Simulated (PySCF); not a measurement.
In(H)2(Me)(OH2), CH7InO, singlet at its PBE0/def2-SVP optimised geometry (Å):

```
10

In     0.1670     0.5745     0.0000
H     -0.6434     2.1270     0.0000
H      1.9177     0.5745     0.0000
C     -0.9363    -1.2265     0.4943
H     -1.1071    -1.2761     1.5811
H     -0.3813    -2.1270     0.1937
H     -1.9177    -1.2293    -0.0029
O      0.1128     0.4781    -2.4328
H     -0.3207     1.2723    -2.7694
H      1.0179     0.5221    -2.7655
```

Calculation: PBE0/def2-TZVP, def2 effective core potentials past Kr run with PySCF 2.14.0. The core electrons that the potentials of In replace are not part of the density. Cells within 0.4 Å of a nucleus heavier than hydrogen are left out (blank, or x).

Map of the electrostatic potential (hartree/e), clipped to [-0.08, 0.12] on the plane z = 0.0 Å:

```
|111111111111111111111111111|
|111111111000000111111111111|
|111111100000000011111111111|
|111111000000000001111111111|
|111111000000000000111111111|
|111110000147510000000111111|
|111110000399951111000001111|
|111110000499996531000000111|
|111110000299999983100000011|
|111111000289999997320000011|
|111111111499999999995100001|
|1111111126999xx999999200001|
|1111111126999xx999999200001|
|111111112499999999993000011|
|111112233599999996210000011|
|111123799999999963100000011|
|111125999999974431100000111|
|111125999999962211100001111|
|111123799999993111111111111|
|111111233599996211111111111|
|111111100159996211111111111|
|111111000026974211111111111|
|111111000012332211111111111|
|111111100111222111111111111|
|111111111111111111111111111|
|111111111111111111111111111|
|111111111111111111111111111|
```
Scale: ten equal steps from -0.031 (start of '0') to 0.120 (end of '9'), in the order '0123456789'; x runs from -4.50 to 4.50, y from -4.50 (bottom) to 4.50 (top).
